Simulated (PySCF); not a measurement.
# Spinor energies of Tc¹⁵⁺ (technetium, charge +15)

Start: [Ar] 3d10. Calculated with PySCF 2.14 in an uncontracted even-tempered set (17 s from 1.3 bohr⁻², ratio 2.8; 13 p from 1.7 bohr⁻², ratio 2.8; 8 d from 1.7 bohr⁻², ratio 2.8; 4 f from 9.5 bohr⁻², ratio 3): generalised Hartree-Fock with the X2C-1e Hamiltonian and a Gaussian nucleus; one run each with spin-orbit coupling (SO) switched off, then screened by Boettger's factors.

| spinor shell | electrons | ε, spin-free (eV) | ε, screened SO (eV) | weight of nominal j (screened SO) | rms radius, screened SO (bohr) |
| --- | --- | --- | --- | --- | --- |
| 1s1/2 | 2 | -21514.0 | -21513.0 | 1.000 | 0.0394 |
| 2s1/2 | 2 | -3440.3 | -3440.0 | 1.000 | 0.162 |
| 2p1/2 | 2 | -3110.1 | -3192.0 | 1.000 | 0.141 |
| 2p3/2 | 4 | -3110.1 | -3071.9 | 1.000 | 0.145 |
| 3s1/2 | 2 | -900.08 | -900.02 | 1.000 | 0.439 |
| 3p1/2 | 2 | -788.66 | -803.23 | 1.000 | 0.435 |
| 3p3/2 | 4 | -788.66 | -781.85 | 1.000 | 0.445 |
| 3d3/2 | 4 | -610.22 | -612.64 | 1.000 | 0.421 |
| 3d5/2 | 6 | -610.22 | -608.56 | 1.000 | 0.424 |

| quantity | spin-free | screened SO |
| --- | --- | --- |
| E (hartree) | -4202.34501 | -4202.89153 |
| M_J | 0 | 0 |
| ⟨J²⟩ | 0.000 | 0.000 |
| ⟨L²⟩ | 0.000 | 0.006 |
| ⟨S²⟩ | 0.000 | 0.006 |

Breit and QED terms are absent; they matter most for the inner s and p1/2 levels.

Densities and radii are taken from the X2C orbitals without a picture-change correction, which distorts them close to the nucleus.

Without spin-orbit coupling the j labels of p, d and f shells carry no meaning; the spin-free column gives the mean over the occupied spinors of each nl shell.
